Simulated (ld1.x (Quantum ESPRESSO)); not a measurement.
# u(r) = r·R(r): atom against pseudo-atom (nickel)

Columns: radius, all-electron u(r) and pseudo u(r) of the 3p shell (level -65.61 eV) of nickel in the configuration [Ne] 3s2 3p6 3d9 4s1 4p0; PBE, non-relativistic, TM semilocal scheme, ld1.x (Quantum ESPRESSO) 7.5.

```
r (bohr)  all-electron   pseudo
   0.062        0.3893  -0.0290
   0.125        0.6352  -0.1146
   0.188        0.4931  -0.2482
   0.250        0.1478  -0.4127
   0.312       -0.2440  -0.5935
   0.375       -0.5987  -0.7753
   0.438       -0.8725  -0.9379
   0.500       -1.0566  -1.0653
   0.562       -1.1641  -1.1519
   0.625       -1.2099  -1.1958
   0.688       -1.2073  -1.1983
   0.750       -1.1716  -1.1675
   0.812       -1.1139  -1.1128
   0.875       -1.0418  -1.0416
   0.938       -0.9626  -0.9626
   1.000       -0.8823  -0.8823
   1.062       -0.8029  -0.8029
   1.125       -0.7251  -0.7251
   1.188       -0.6518  -0.6518
   1.250       -0.5845  -0.5845
   1.312       -0.5224  -0.5224
   1.375       -0.4648  -0.4648
   1.438       -0.4127  -0.4127
   1.500       -0.3663  -0.3663
   1.562       -0.3246  -0.3246
   1.625       -0.2867  -0.2867
```

Q: How many radial nodes do the two functions have?

A: The all-electron 3p function has n − l − 1 = 1; the pseudo-wave has 0, since the states of the same l below it are removed with the core.

Q: At about which radius was the pseudo-wave matched?

A: 1.00 bohr. The columns agree to 0.0005 from 0.88 bohr on; several derivatives are matched, so the curves merge somewhat inside the radius.

Q: Where does each function peak?

A: Outermost all-electron maximum near 0.62 bohr, pseudo maximum near 0.69 bohr (to the table’s step).

Q: Is the pseudo-wave norm-conserving?

A: Yes: the TM semilocal scheme keeps the norm inside the radius equal to the all-electron one, which fixes the energy derivative of the logarithmic derivative at the level.
